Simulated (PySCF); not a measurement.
Ge: ionisation energy

Ge [Ar] 3d10 4s2 4p2 (3P) → Ge⁺ [Ar] 3d10 4s2 4p1 (2P), as a difference of total energies. Computed with PySCF 2.14 in aug-cc-pVDZ-DK (6s5p3d, 36 functions), with the spin-free X2C one-electron Hamiltonian (Gaussian nucleus). Correlated levels: valence: [Ar] 3d10 frozen. The calculations carry no spin-orbit coupling.

```json
{"method": "UHF", "ionisation energy (eV)": "7.413"}
{"method": "r2SCAN", "ionisation energy (eV)": "8.064"}
{"method": "M06-L", "ionisation energy (eV)": "7.645"}
{"method": "MP2 (valence)", "ionisation energy (eV)": "7.679"}
{"method": "SCS-MP2 (valence)", "ionisation energy (eV)": "7.609"}
{"method": "CCSD (valence)", "ionisation energy (eV)": "7.707"}
{"method": "CCSD(T) (valence)", "ionisation energy (eV)": "7.719"}
```

Errors of the correlated levels include the incompleteness of this basis and the frozen core.

Task: Which method comes closest to the reference value, and which is furthest?

Result: The reference is 7.925 eV (measured; NIST levels, between the centres of gravity of the two terms). Closest: r2SCAN (error 0.139 eV); furthest: UHF (error -0.512 eV).
